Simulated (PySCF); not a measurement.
## Dipole response of Fe (iron, neutral)

[Ar] 3d8, high-spin 3F determinant (an excited configuration). Calculation: PySCF 2.14, in aug-cc-pVTZ-DK (8s7p5d3f2g, 93 functions); the spin-free X2C one-electron Hamiltonian (Gaussian nucleus). Coupled (time-dependent) response in atomic units; α is the mean over directions.

| method | mean α (bohr³) | C₆ (like pair) | S(−4) |
| --- | --- | --- | --- |
| UHF | 77.43 | 180.5 | 121900 |
| PBE0 | 118.1 | 328.2 | 287500 |

S(−4) is the Cauchy moment in α(ω) = α(0) + S(−4) ω² + …

α(iu) at UHF:

| u (hartree) | α(iu) (bohr³) |
| --- | --- |
| 0 | 77.43 |
| 0.0500 | 24.26 |
| 0.100 | 14.63 |
| 0.200 | 9.410 |
| 0.300 | 7.425 |
| 0.500 | 5.592 |
| 0.750 | 4.297 |
| 1.00 | 3.389 |
| 1.50 | 2.226 |
| 2.00 | 1.567 |
| 3.00 | 0.9037 |
| 5.00 | 0.4200 |

A single London oscillator, α(iu) = α/(1 + u²/ω²), gives C₆ = (3/4) ω α². Matching the computed C₆ needs ω = 4 × 180.5 / (3 × 77.43²) = 0.0401 hartree.

⟨S²⟩ = 2.08 against 2.00 shows spin contamination.
